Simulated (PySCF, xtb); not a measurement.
C₃H₇FOSi, SMILES O=CC[SiH2]CF.

GFN2-xTB (xtb) at its own geometry gives an orbital gap of 3.83 eV and a dipole moment of 2.86 D.

Geometry: PBE0-D3(BJ)/def2-SVP. The structure was generated by enumeration, and PubChem lists no compound with its InChIKey, so it may never have been made. Other conformers were not sampled.

**Question.** What does PBE/def2-TZVP (PySCF) give? (An estimate is asked for; the answer gives what the named calculation found.)

**Answer.** gap 3.91 eV (levels -6.04 and -2.13 eV), dipole 2.59 D.
